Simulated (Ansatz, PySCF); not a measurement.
Pair of molecules: NH3 (SMILES N) (first 4 atoms) with C2H3F (SMILES C=CF); geometry from B3LYP-D3(BJ)/def2-TZVP.
(charge 0, multiplicity 1):
```xyz
10

N     -0.02761    -0.09532     0.64328
H      0.65504     0.24668     1.31115
H      0.41783    -0.82509     0.09885
H     -0.24275     0.66623     0.00996
C     -1.00656    -0.35792     3.90895
C      0.09519     0.15891     4.41065
F      1.11778     0.57550     3.62103
H     -1.14257    -0.47241     2.84044
H     -1.78723    -0.67219     4.58661
H      0.32290     0.31308     5.45686
```

Monomers are frozen at their geometry in the pair; levels with a basis set take the counterpoise correction. Rows marked so take none.

Frozen-core correlation. Rows in 3-21G, 6-31G* carry no dispersion term and start afresh at each structure (6-31G* with six Cartesian d functions).

Run with Ansatz (Gaussian orbitals); PySCF for 3-21G rows, 6-31G* rows. 

Task: Estimate the interaction energy that B3LYP/3-21G (no counterpoise) returns for this input.

Result: -9.0 kcal/mol

Task: Estimate the interaction energy that B2PLYP/def2-TZVPPD returns for this input.

Result: -2.0 kcal/mol

Task: Estimate the interaction energy that M06-2X/6-31G* (no counterpoise) returns for this input.

Result: -5.0 kcal/mol

Ansatz is a quantum-chemistry and plane-wave program.
